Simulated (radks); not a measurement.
The numbers below are computed, except where a source is named.
Question: The table gives one normalised radial function P(r) = r R(r) (large component) of Pb3+ in [Xe] 4f14 5d9 6s1 6p1 (r in bohr). Level of theory: Dirac Kohn-Sham, BLYP, spin-unpolarised, spherical densities, finite nucleus; open shells fill j = l - 1/2 first; Fermi nuclear charge, rms radius 5.5012 fm (a radial shooting solver on a logarithmic mesh with Libxc functionals).

r	P
0.0006116	0.0003
0.0008288	0.0004
0.001114	0.0008
0.00151	0.0014
0.002047	0.0024
0.002774	0.0041
0.003729	0.0069
0.005054	0.0117
0.00685	0.0194
0.00921	0.0308
0.01248	0.0477
0.01692	0.0700
0.02293	0.0948
0.03082	0.1132
0.04177	0.1108
0.05661	0.0675
0.07612	-0.0204
0.1032	-0.1244
0.1398	-0.1584
0.1895	-0.0466
0.2547	0.1492
0.3452	0.2288
0.4679	0.0338
0.6291	-0.2701
0.8526	-0.3530
1.155	-0.0469
1.566	0.4296
2.105	0.7145
2.853	0.6490
3.867	0.3566
5.199	0.1133
7.046	0.0169

Which n and l does it have? It may be an empty orbital.

Answer: n = 6, l = 1: the number of nodes gives n - l - 1 = 4, the rise at small r points to l (this Dirac orbital starts outside the nucleus as r^gamma with gamma = sqrt((l + 1)^2 - (Z/c)^2) = 1.91; the j = 3/2 orbital of l + 1 starts with the same power, but with a smaller coefficient, and then steepens), and the extent must fit the shell. The curve is that of 6p3/2; the two j differ most near the nucleus, where j = l - 1/2 has the larger amplitude, and in heavy atoms j = l - 1/2 is also the more compact. 6p3/2 (empty): eigenvalue -27.049 eV, 4 radial nodes at r = 0.0718, 0.204, 0.483, 1.19 bohr, <r> = 2.58 bohr, 90 % of the charge inside 3.70 bohr.
